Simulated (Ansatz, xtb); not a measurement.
C3H5NSi: 3 structures ranked

3 gas-phase structures of C3H5NSi, from a drawn sample of its isomers (lower ones may exist). Each was relaxed with GFN2-xTB:

A. `N#C/C=C\[SiH3]`, a singlet
B. `N#C/C=C/[SiH3]`, a singlet
C. `C=C([SiH3])C#N`, a singlet

Task: Make a reasoned guess at their ranking by r2SCAN-D4/def2-SVP single-point energy.

Result: Calculated order at r2SCAN-D4/def2-SVP: C (0.0), B (0.2), A (1.0) kcal/mol. Less than 1 kcal/mol parts C and B; B and A, so the order within those pairs means little.

Energies above the lowest of each column, in kcal/mol; the last columns are at PBE0-D3(BJ)/def2-SVP geometries:

```
structure  GFN2-xTB  HF/STO-3G  r2SCAN-D4/def2-SVP  PBE0-D3(BJ)/def2-SVP  CCSD(T)/def2-SVP + ΔMP2/def2-TZVPP
        C       0.0        0.4                 0.0                   0.0                                 0.0
        B       1.0        0.0                 0.2                   0.4                                 0.7
        A       1.5        1.1                 1.0                   0.8                                 1.3
```

CCSD(T)/def2-SVP + ΔMP2/def2-TZVPP has B and C within 1 kcal/mol of each other at the bottom, and every level picks one of them. ΔMP2 is the change of the MP2 energy from the smaller to the larger basis.

Programs: Ansatz 0.2.0, xtb 6.7.1.
